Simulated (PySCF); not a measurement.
Record of a relaxation.

C₂H₆OSSi.
Atom-mapped SMILES: `[SiH3:1][O:2][C@H:3]1[CH2:4][S:5]1` (hydrogens: H6, H7, H8 on Si1; H9 on C3; H10, H11 on C4)

Method: PBE0-D3(BJ)/def2-SVP geometry optimisation, gas phase (PySCF); density fitting, grid level 1; the optimiser is geomeTRIC in internal coordinates, started from a GFN2-xTB structure with every atom displaced at random (about 0.01 Å). The frame can shift and turn from step to step; on so coarse a grid that alone can change the energy by a few meV, and forces under 0.02 eV/Å are noise.

Step 0: E = -22910.8258 eV, largest atomic force 2.251 eV/Å
```
atom  x, y, z in Å  |  force x, y, z in eV/Å
Si1     1.945    0.417   -0.013   -0.836   0.911  -0.125
O2      0.370    0.249    0.476   -0.706   0.071   0.387
C3     -0.620   -0.554    0.005    1.583  -0.382   0.199
C4     -1.952   -0.035   -0.065   -2.224  -0.242   0.256
S5     -1.225   -0.313   -1.684    0.032  -0.017  -0.791
H6      1.955    0.902   -1.407    0.203   0.107  -0.292
H7      2.322    1.437    0.966    0.676   0.295   0.145
H8      2.655   -0.826    0.091    0.718  -0.998   0.128
H9     -0.454   -1.600    0.266   -0.200  -0.365   0.052
H10    -2.809   -0.701    0.188    0.516   0.282  -0.093
H11    -2.148    1.000    0.202    0.237   0.339   0.134
```

Step 1: E = -22911.0099 eV, largest atomic force 0.381 eV/Å
```
atom  x, y, z in Å  |  force x, y, z in eV/Å
Si1     2.038    0.168   -0.358    0.102  -0.276   0.001
O2      0.453   -0.047    0.158    0.147   0.168   0.076
C3     -0.470   -0.896   -0.375   -0.349   0.099  -0.064
C4     -1.862   -0.403   -0.467    0.367  -0.083  -0.060
S5     -1.071   -0.642   -2.087    0.034   0.017   0.077
H6      2.075    0.640   -1.770   -0.018   0.001  -0.018
H7      2.655    1.166    0.554   -0.103   0.043   0.020
H8      2.796   -1.126   -0.236   -0.097   0.104  -0.055
H9     -0.320   -1.954   -0.123    0.063  -0.039  -0.001
H10    -2.677   -1.088   -0.226   -0.123  -0.059   0.013
H11    -2.013    0.638   -0.167   -0.021   0.025   0.011
```

Step 2: E = -22911.0183 eV, largest atomic force 0.150 eV/Å
```
atom  x, y, z in Å  |  force x, y, z in eV/Å
Si1     2.035    0.157   -0.361    0.064  -0.054  -0.016
O2      0.456   -0.034    0.173   -0.026   0.101   0.107
C3     -0.466   -0.884   -0.362   -0.101  -0.047  -0.057
C4     -1.856   -0.405   -0.468    0.111  -0.045   0.007
S5     -1.044   -0.624   -2.078   -0.007   0.007  -0.020
H6      2.055    0.624   -1.776    0.005  -0.008  -0.004
H7      2.641    1.166    0.547   -0.021   0.016  -0.001
H8      2.778   -1.137   -0.245   -0.024   0.009  -0.025
H9     -0.302   -1.943   -0.119    0.012  -0.003   0.006
H10    -2.675   -1.098   -0.245    0.004   0.022  -0.001
H11    -2.021    0.634   -0.164   -0.018   0.001   0.004
```

Step 3: E = -22911.0202 eV, largest atomic force 0.096 eV/Å
```
atom  x, y, z in Å  |  force x, y, z in eV/Å
Si1     2.032    0.154   -0.359    0.029   0.015  -0.022
O2      0.454   -0.022    0.185   -0.054   0.049   0.063
C3     -0.462   -0.877   -0.358    0.019  -0.058  -0.022
C4     -1.851   -0.407   -0.469   -0.007   0.005   0.009
S5     -1.031   -0.614   -2.077   -0.006   0.001  -0.023
H6      2.046    0.614   -1.777    0.007  -0.003   0.001
H7      2.640    1.166    0.542    0.007  -0.002  -0.005
H8      2.761   -1.146   -0.250    0.006  -0.018  -0.002
H9     -0.290   -1.937   -0.117    0.000   0.006   0.000
H10    -2.669   -1.104   -0.254    0.004   0.009   0.001
H11    -2.026    0.630   -0.162   -0.005  -0.004   0.000
```

Step 4: E = -22911.0208 eV, largest atomic force 0.057 eV/Å
```
atom  x, y, z in Å  |  force x, y, z in eV/Å
Si1     2.029    0.153   -0.358    0.006   0.013  -0.015
O2      0.450   -0.011    0.192   -0.037   0.019   0.012
C3     -0.460   -0.872   -0.356    0.049  -0.030  -0.001
C4     -1.850   -0.409   -0.471   -0.040   0.013   0.004
S5     -1.026   -0.608   -2.077   -0.003  -0.001  -0.005
H6      2.045    0.608   -1.777    0.001   0.002   0.003
H7      2.647    1.165    0.537    0.010  -0.006  -0.001
H8      2.746   -1.154   -0.250    0.007  -0.012   0.007
H9     -0.281   -1.930   -0.117   -0.003   0.003  -0.003
H10    -2.665   -1.110   -0.259    0.006   0.001   0.000
H11    -2.033    0.625   -0.162    0.003  -0.001  -0.001
```

Step 5: E = -22911.0211 eV, largest atomic force 0.031 eV/Å
```
atom  x, y, z in Å  |  force x, y, z in eV/Å
Si1     2.028    0.153   -0.358   -0.002  -0.002  -0.002
O2      0.447   -0.001    0.193   -0.012   0.006  -0.017
C3     -0.458   -0.867   -0.356    0.030  -0.005   0.008
C4     -1.851   -0.411   -0.471   -0.025   0.006   0.000
S5     -1.025   -0.606   -2.078    0.000  -0.001   0.007
H6      2.047    0.605   -1.778   -0.002   0.003   0.002
H7      2.655    1.161    0.536    0.005  -0.004   0.002
H8      2.735   -1.160   -0.248    0.002  -0.002   0.005
H9     -0.275   -1.925   -0.117   -0.002  -0.001  -0.003
H10    -2.662   -1.116   -0.260    0.003  -0.003   0.000
H11    -2.038    0.623   -0.162    0.005   0.001  -0.002
```

Step 6: E = -22911.0212 eV, largest atomic force 0.026 eV/Å
```
atom  x, y, z in Å  |  force x, y, z in eV/Å
Si1     2.028    0.153   -0.358   -0.004  -0.010   0.009
O2      0.445    0.007    0.191    0.004   0.002  -0.025
C3     -0.457   -0.864   -0.356    0.005   0.007   0.011
C4     -1.852   -0.412   -0.471   -0.004  -0.001  -0.001
S5     -1.026   -0.606   -2.078    0.000   0.000   0.008
H6      2.051    0.605   -1.778   -0.002   0.003   0.000
H7      2.662    1.156    0.536    0.000  -0.001   0.002
H8      2.727   -1.164   -0.246   -0.002   0.004   0.000
H9     -0.271   -1.920   -0.116    0.000  -0.002  -0.002
H10    -2.661   -1.120   -0.259    0.000  -0.003   0.000
H11    -2.043    0.621   -0.163    0.003   0.001  -0.001
```

Step 7: E = -22911.0213 eV, largest atomic force 0.024 eV/Å
```
atom  x, y, z in Å  |  force x, y, z in eV/Å
Si1     2.029    0.152   -0.358   -0.004  -0.010   0.013
O2      0.443    0.015    0.186    0.011   0.000  -0.021
C3     -0.457   -0.860   -0.357   -0.015   0.009   0.011
C4     -1.854   -0.413   -0.471    0.015  -0.005   0.000
S5     -1.030   -0.609   -2.078    0.000   0.000   0.002
H6      2.058    0.607   -1.777    0.000   0.001  -0.001
H7      2.668    1.150    0.538   -0.003   0.002   0.001
H8      2.719   -1.170   -0.245   -0.004   0.004  -0.004
H9     -0.267   -1.915   -0.114    0.002  -0.001  -0.001
H10    -2.659   -1.123   -0.255   -0.002   0.000   0.000
H11    -2.047    0.621   -0.166   -0.001   0.001   0.000
```

Problem. Summarise the path.

Solution. The energy falls by 0.1954 eV from step 0 to step 7; nine tenths of that is first reached at step 1. It falls at every step. The largest force goes from 2.251 to 0.024 eV/Å. Among the bonds Si1–H8 changes most, from 1.434 to 1.496 Å; the atoms move by 0.099 Å rms after alignment.

The cost below is that of the whole optimisation. Hardware: an Arm Neoverse V2 with one thread, shared host. Cost: 29 s of wall time, 0.45 GiB resident at most.
